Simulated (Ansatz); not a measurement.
Reaction (formal exchange of groups at a B–C bond): `BC(C)(F)[SiH3]` + `[CH3][GeH2][SeH]` → `B[CH2][GeH2][SeH]` + `CC(F)[SiH3]`

Isolated molecules relaxed with PBE0-D4/def2-TZVP in Ansatz; ΔE leaves out vibrations. CBS: MP2 limit from def2 TZ/QZ plus the TZ coupled-cluster correction, frozen cores. DFT in def2-TZVPP. B3LYP here is the variant with VWN-RPA as its local correlation; programs differ in this. HSE06 is defined as in plane-wave codes. For Ge, Se outer-core shells are correlated without core-valence functions, which leaves a few kJ/mol of doubt a bond. Scalar relativity is left out up to krypton. One conformer a species, not always the lowest.

`BC(C)(F)[SiH3]`:

Z-matrix (Å, degrees):
```
Si
B 1 2.501
C 1 1.985 2 37.1
H 1 1.487 2 80.3 3 152.6
H 1 1.482 2 106.9 3 -99.7
H 1 1.482 2 133.4 3 44.6
H 2 1.199 1 95.1 3 120.8
H 2 1.193 1 113.7 3 -112.1
C 3 1.512 1 107.7 2 -126.3
F 3 1.396 1 105.7 2 117.3
H 9 1.091 3 110.6 1 65.6
H 9 1.093 3 109.0 1 -175.4
H 9 1.093 3 112.2 1 -56.1
```

`[CH3][GeH2][SeH]`:

Cartesian coordinates in Å:
```
C -0.301 1.227 -0.121
Ge 0.512 -0.425 0.518
Se -0.769 -2.299 -0.137
H -0.335 1.230 -1.211
H -1.318 1.309 0.263
H 0.281 2.087 0.216
H 0.519 -0.500 2.054
H 1.947 -0.577 -0.018
H -0.536 -2.052 -1.566
```

`B[CH2][GeH2][SeH]`:

Z-matrix (Å, degrees):
```
C
Ge 1 1.982
B 1 1.531 2 103.8
H 1 1.093 2 103.0 3 121.3
H 1 1.092 2 104.6 3 -122.6
Se 2 2.360 1 106.9 3 54.3
H 2 1.539 1 109.0 3 172.9
H 2 1.538 1 110.9 3 -66.0
H 3 1.198 1 120.6 2 -90.4
H 3 1.198 1 120.5 2 85.4
H 6 1.469 2 92.9 1 172.8
```

`CC(F)[SiH3]`:

```xyz
11

C    -0.104    1.376   -0.339
C    -0.618   -0.042   -0.293
F    -0.801   -0.503   -1.605
Si    0.538   -1.264    0.595
H     0.877    1.425   -0.817
H    -0.792    2.016   -0.897
H    -0.011    1.776    0.675
H    -1.607   -0.064    0.183
H     0.678   -0.842    2.015
H     1.872   -1.244   -0.059
H    -0.032   -2.634    0.542
```

| level | ΔE (kJ/mol) | difference from CCSD(T)/CBS |
| --- | --- | --- |
| PBE-D4 | 0.4 | 12.8 |
| B3LYP-D4 | -9.9 | 2.5 |
| HSE06-D4 | -5.1 | 7.3 |
| ωB97M-V | -6.5 | 5.9 |
| r2SCAN | -2.7 | 9.7 |
| r2SCAN0 | -6.7 | 5.7 |
| HSE06 | -5.3 | 7.1 |
| CAM-B3LYP | -10.8 | 1.6 |
| LC-ωPBE | -7.6 | 4.8 |
| MP2/def2-SVP | -13.5 | -1.1 |
| CCSD/def2-SVP | -14.9 | -2.5 |
| HF/def2-TZVPP | -28.5 | -16.1 |
| MP2/def2-TZVPP | -13.0 | -0.6 |
| HF/def2-QZVPP | -28.4 | -16.0 |
| SCS-MP2/def2-QZVPP | -16.5 | -4.1 |
| CCSD/CBS(def2) | -15.5 | -3.1 |
| CCSD(T)/CBS | -12.4 | 0 |

Largest T1 diagnostic among the species: 0.013.

From PBE to PBE0 (25 % exact exchange), in def2-TZVPP and without D4, ΔE moves by −5.4 kJ/mol. In def2-TZVPP, CCSD(T) changes the Hartree–Fock value by +16.4 kJ/mol (the triples alone add +3.1 kJ/mol) and MP2 by +15.5 kJ/mol.
